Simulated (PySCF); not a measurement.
Working out the excitation energy of Se(2+)

Se(2+) [Ar] 3d10 4s2 4p2 (3P) → Se(2+) [Ar] 3d10 4s2 4p1 5s1 (3P). Calculation: PySCF 2.14, in aug-cc-pVDZ-DK (6s5p3d, 36 functions); the spin-free X2C one-electron Hamiltonian (Gaussian nucleus). Frozen: [Ar] 3d10. Energies in hartree (1 hartree = 27.21139 eV):

```json
{"part": "UHF", "Se(2+) (lower)": "-2426.881924", "Se(2+) (upper)": "-2426.313991"}
{"part": "CCSD correlation", "Se(2+) (lower)": "-0.060445", "Se(2+) (upper)": "-0.061906"}
{"part": "(T)", "Se(2+) (lower)": "-0.000597", "Se(2+) (upper)": "-0.000998"}
```

Task: What does Hartree-Fock give?

Result: (-2426.313991) − (-2426.881924) = 0.567933 hartree = 15.454 eV.

Task: What do CCSD and CCSD(T) give?

Result: The CCSD correlation energies differ by -0.001461 hartree = -0.040 eV and the triples by -0.000401 hartree = -0.011 eV, so CCSD gives 15.414 eV and CCSD(T) 15.403 eV.

A double-zeta basis recovers only part of the correlation energy.

The coupled-cluster amplitudes are large, so a single reference is strained.
